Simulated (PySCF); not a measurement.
NMR data sheet: C$_{7}$H$_{13}$B

| Property | Result |
| --- | --- |
| Formula | C7H13B |
| SMILES | C=C[C@H]1BCCCC1 |
| InChI | InChI=1S/C7H13B/c1-2-7-5-3-4-6-8-7/h2,7-8H,1,3-6H2/t7-/m1/s1 |
| Point group of the computed structure | C1 |
| Carbon signals | 7 |
| Proton signals | 13 |

Atom-mapped SMILES (the numbers label the heavy atoms): `[CH2:1]=[CH:2][C@H:3]1[BH:4][CH2:5][CH2:6][CH2:7][CH2:8]1`; H(Xn) means a hydrogen on atom n. Ha(C5), Ha(C6), Ha(C7), Ha(C8) are cis to C2 on the ring; Ha(C1) is cis to C3; Hb(C5), Hb(C6), Hb(C7), Hb(C8) are trans to C2 on the ring; Hb(C1) is trans to C3.

Computational details: B97-2/pcSseg-1 with gauge-including orbitals, geometry: PBE0-D3(BJ)/def2-SVP, in PySCF 2.14 (gas phase, one conformer, relativity neglected).

Scale: 1H, 13C against TMS; 11B against BF3·OEt2 (reference shieldings calculated alike).

| carbon | δC, type | δH (multiplicity) | HMBC from (2–3 bonds) | span of the C tensor (ppm) |
| --- | --- | --- | --- | --- |
| C1 | 115.8, CH2 | Ha(C1) 5.15 (m); Hb(C1) 5.12 (m) | H(C2), H(C3) | 190 |
| C2 | 148.7, CH | 6.00 (m) | H(B4), Ha(C1), Hb(C1), Hb(C8), Ha(C8), H(C3) | 242 |
| C3 | 51.8, CH | 1.33 (m) | H(B4), H(C2), Ha(C1), Hb(C1), Ha(C5), Ha(C7), Hb(C8), Ha(C8), Hb(C7), Hb(C5) | 49 |
| C5 | 28.2, CH2 | Hb(C5) 0.80 (m); Ha(C5) 2.03 (m) | H(B4), Ha(C7), Hb(C6), Hb(C7), H(C3), Ha(C6) | 47 |
| C6 | 25.2, CH2 | Ha(C6) 1.30 (m); Hb(C6) 1.74 (m) | H(B4), Ha(C5), Ha(C7), Hb(C8), Ha(C8), Hb(C7), Hb(C5) | 20 |
| C7 | 29.1, CH2 | Hb(C7) 1.36 (m); Ha(C7) 1.79 (m) | Ha(C5), Hb(C8), Hb(C6), Ha(C8), H(C3), Ha(C6), Hb(C5) | 8 |
| C8 | 32.5, CH2 | Ha(C8) 1.39 (m); Hb(C8) 1.78 (m) | H(B4), H(C2), Ha(C7), Hb(C6), Hb(C7), H(C3), Ha(C6) | 26 |

Other nuclei:
| atoms | nucleus | environment | δ (ppm) | σ (ppm) |
| --- | --- | --- | --- | --- |
| H(B4) | 1H | hydrogen on a boron bonded to 2 C, in a 6-membered ring | 7.11 | 24.27 |
| B4 | 11B | boron bonded to 2 C, H, in a 6-membered ring | 82.5 | 19.3 |

δC 148.7: alkene CH; as expected for a trigonal carbon in a double bond. δC 115.8: terminal =CH2 carbon; the olefinic region. δC 32.5, 29.1, 25.2: sp3 CH2 in a ring; aliphatic region, no heteroatom directly attached. δH 5.15, 5.12: hydrogen on a terminal =CH2 carbon; a vinylic proton, deshielded by the sp2 carbon and the C=C anisotropy. δH 1.79, 1.78, 1.74, 1.39, 1.36, 1.30: hydrogen on an sp3 CH2 in a ring.

Hydrogens on boron are broadened and split by 11B (spin 3/2, 80 %) and 10B (spin 3). A carbon bonded to boron is broadened by the quadrupolar boron nucleus and is often missing from a measured spectrum. Shifts are as computed. Against solution values, carbons near 30 ppm lie about +1 ppm off and those near 130 ppm about +2 ppm. Of 1211 compounds with measured shifts, 218 miss one by over three times the rms of a fit or turn the order of signals round; such compounds aren't used in these exercises. Multiplicities follow the n + 1 count of equivalent neighbours, as no J values were calculated; m marks all less simple cases, F and P coupling included.
